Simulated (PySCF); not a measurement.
Correlation energy of Co²⁺ (cobalt, charge +2)

[Ar] 3d6 4p1, one real determinant (an excited configuration). Calculation: PySCF 2.14, in dyall-av2z (16s12p7d2f, 101 functions); the non-relativistic Hamiltonian (point nucleus). Frozen: [Ar]; 7 electrons correlated; the 25 highest virtual orbitals of each spin left out.

```tsv
level	correlation energy (mhartree)
CCSD	-117.93
(T)	-2.07
CCSD(T)	-120.00
```

Diagnostics: T1 = 0.0061, D1 = 0.0150, largest double amplitude 0.090.

Problem. Is a single reference adequate?

Solution. Mostly. T1 lies below 0.03, but a double amplitude of this size points to a near-degeneracy that CCSD handles and MP2 describes poorly.

The reference is one real determinant that mixes LS terms of this configuration.
